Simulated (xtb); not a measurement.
Job for xtb: GFN1-xTB on CH5Al (SMILES [CH3][AlH2]).

```
$ xtb mol.xyz --gfn 1 --sp --chrg 0 --uhf 0
7

C     -0.17782191     0.91678711    -0.61249953
Al    -0.32978266    -0.37361313     0.86026338
H      0.86233420     1.09224218    -0.90214643
H     -0.69800575     0.55581439    -1.50582924
H     -0.61951890     1.88521093    -0.36002209
H      0.58492859    -1.68608149     0.82906625
H     -1.71430386    -0.46922958     1.65672070
```

The log:

```
[...]
           -------------------------------------------------
          |                Calculation Setup                |
           -------------------------------------------------



           -------------------------------------------------
          |                 G F N 1 - x T B                 |
           -------------------------------------------------

        Reference                      10.1021/acs.jctc.7b00118
      * Hamiltonian:
        H0-scaling (s, p, d)           1.850000    2.250000    2.000000
        zeta-weighting                 0.000000
      * Dispersion:
        s8                             2.400000
        a1                             0.630000
        a2                             5.000000
        s9                             0.000000
      * Repulsion:
        kExp                           1.500000
        rExp                           1.000000
      * Coulomb:
        alpha                          2.000000
        third order                    atomic
        anisotropic                    false
      * Halogen bond correction:
        rad-scale                      1.300000
        damping                        0.440000


          ...................................................
          :                      SETUP                      :
          :.................................................:
          :  # basis functions                  24          :
          :  # atomic orbitals                  23          :
          :  # shells                           15          :
          :  # electrons                        12          :
          :  # halogen bonds                     0          :
          :  max. iterations                   250          :
          :  Hamiltonian                  GFN1-xTB          :
          :  restarted?                      false          :
          :  GBSA solvation                  false          :
          :  PC potential                    false          :
          :  electronic temp.          300.0000000     K    :
          :  accuracy                    1.0000000          :
          :  -> integral cutoff          0.2500000E+02      :
          :  -> integral neglect         0.1000000E-07      :
          :  -> SCF convergence          0.1000000E-05 Eh   :
          :  -> wf. convergence          0.2000000E-04 e    :
          :  Broyden damping             0.4000000          :
          :  net charge                          0          :
          :  unpaired electrons                  0          :
          ...................................................

 iter      E             dE          RMSdq      gap      omega  full diag
   1     -6.1047564 -0.610476E+01  0.635E+00    5.04       0.0  T
   2     -6.1214383 -0.166819E-01  0.392E+00    5.33       1.0  T
   3     -6.1217274 -0.289057E-03  0.557E-01    5.18       1.0  T
   4     -6.1224235 -0.696183E-03  0.168E-01    5.27       1.0  T
   5     -6.1224411 -0.175949E-04  0.147E-02    5.26       2.6  T
   6     -6.1224414 -0.311712E-06  0.235E-03    5.26      16.1  T
   7     -6.1224415 -0.198000E-07  0.325E-04    5.26     116.2  T
   8     -6.1224415 -0.245429E-09  0.497E-05    5.26     760.4  T
   9     -6.1224415 -0.463185E-11  0.985E-06    5.26    3838.4  T

   *** convergence criteria satisfied after 9 iterations ***

         #    Occupation            Energy/Eh            Energy/eV
      -------------------------------------------------------------
         1        2.0000           -0.6163490             -16.7717
         2        2.0000           -0.5234534             -14.2439
         3        2.0000           -0.5116868             -13.9237
         4        2.0000           -0.5097351             -13.8706
         5        2.0000           -0.4422601             -12.0345
         6        2.0000           -0.4220824             -11.4854 (HOMO)
         7                         -0.2288114              -6.2263 (LUMO)
         8                         -0.1268009              -3.4504
         9                         -0.1190748              -3.2402
        10                         -0.1076745              -2.9300
        11                         -0.0917061              -2.4954
       ...                                ...                  ...
        23                          0.9946892              27.0669
      -------------------------------------------------------------
                  HL-Gap            0.1932709 Eh            5.2592 eV
             Fermi-level           -0.3254469 Eh           -8.8559 eV

 SCC (total)                   0 d,  0 h,  0 min,  0.004 sec
 SCC setup                      ...        0 min,  0.000 sec (  1.981%)
 Dispersion                     ...        0 min,  0.000 sec (  0.907%)
 classical contributions        ...        0 min,  0.000 sec (  0.418%)
 integral evaluation            ...        0 min,  0.001 sec ( 25.889%)
 iterations                     ...        0 min,  0.001 sec ( 28.452%)
 molecular gradient             ...        0 min,  0.002 sec ( 38.853%)
 printout                       ...        0 min,  0.000 sec (  3.186%)

         :::::::::::::::::::::::::::::::::::::::::::::::::::::
         ::                     SUMMARY                     ::
         :::::::::::::::::::::::::::::::::::::::::::::::::::::
         :: total energy              -6.061211643039 Eh    ::
         :: gradient norm              0.023779967245 Eh/a0 ::
         :: HOMO-LUMO gap              5.259170121452 eV    ::
         ::.................................................::
         :: SCC energy                -6.122441463709 Eh    ::
         :: -> electrostatic           0.006098989397 Eh    ::
         :: repulsion energy           0.062457159169 Eh    ::
         :: dispersion energy         -0.001227338499 Eh    ::
         :: halogen bond corr.         0.000000000000 Eh    ::
         :: add. restraining           0.000000000000 Eh    ::
         :: total charge               0.000000000000 e     ::
         :::::::::::::::::::::::::::::::::::::::::::::::::::::

           -------------------------------------------------
          |                Property Printout                |
           -------------------------------------------------

    * Orbital Energies and Occupations

         #    Occupation            Energy/Eh            Energy/eV
      -------------------------------------------------------------
         1        2.0000           -0.6163490             -16.7717
         2        2.0000           -0.5234534             -14.2439
         3        2.0000           -0.5116868             -13.9237
         4        2.0000           -0.5097351             -13.8706
         5        2.0000           -0.4422601             -12.0345
         6        2.0000           -0.4220824             -11.4854 (HOMO)
         7                         -0.2288114              -6.2263 (LUMO)
         8                         -0.1268009              -3.4504
         9                         -0.1190748              -3.2402
        10                         -0.1076745              -2.9300
        11                         -0.0917061              -2.4954
        12                         -0.0773827              -2.1057
        13                         -0.0566300              -1.5410
        14                         -0.0459086              -1.2492
        15                         -0.0351686              -0.9570
        16                          0.0818481               2.2272
        17                          0.0846070               2.3023
       ...                                ...                  ...
        23                          0.9946892              27.0669
      -------------------------------------------------------------
Note: The following floating-point exceptions are signalling: IEEE_DENORMAL
normal termination of xtb
                  HL-Gap            0.1932709 Eh            5.2592 eV
             Fermi-level           -0.3254469 Eh           -8.8559 eV

  Mulliken/CM5 charges         n(s)   n(p)   n(d)
     1C    -0.22265 -0.33533   1.017  3.206  0.000
     2Al    0.35891  0.16855   1.334  1.107  0.200
     3H     0.04755  0.10108   0.952  0.000  0.000
     4H     0.05474  0.10838   0.945  0.000  0.000
     5H     0.04755  0.10107   0.952  0.000  0.000
     6H    -0.14301 -0.07184   1.143  0.000  0.000
     7H    -0.14308 -0.07191   1.143  0.000  0.000

Wiberg/Mayer (AO) data.
largest (>0.10) Wiberg bond orders for each atom

 ---------------------------------------------------------------------------
     #   Z sym  total        # sym  WBO       # sym  WBO       # sym  WBO
 ---------------------------------------------------------------------------
     1   6 C    3.922 --     2 Al   0.968     3 H    0.936     5 H    0.936
                             4 H    0.926
     2  13 Al   2.826 --     1 C    0.968     6 H    0.843     7 H    0.843
     3   1 H    0.997 --     1 C    0.936
     4   1 H    0.996 --     1 C    0.926
     5   1 H    0.997 --     1 C    0.936
     6   1 H    0.979 --     2 Al   0.843
     7   1 H    0.979 --     2 Al   0.843
 ---------------------------------------------------------------------------

Topologies differ in total number of bonds
Writing topology from bond orders to xtbtopo.mol

 dipole moment from electron density (au)
     X       Y       Z
   0.3052   0.6132  -0.0547  total (Debye):    1.747


           -------------------------------------------------
          | TOTAL ENERGY               -6.061211643039 Eh   |
          | GRADIENT NORM               0.023779967245 Eh/α |
          | HOMO-LUMO GAP               5.259170121452 eV   |
           -------------------------------------------------

------------------------------------------------------------------------
------------------------------------------------------------------------
 total:
 SCF:
```

The run finished.

Cost: around 0.03 core-seconds (rough).
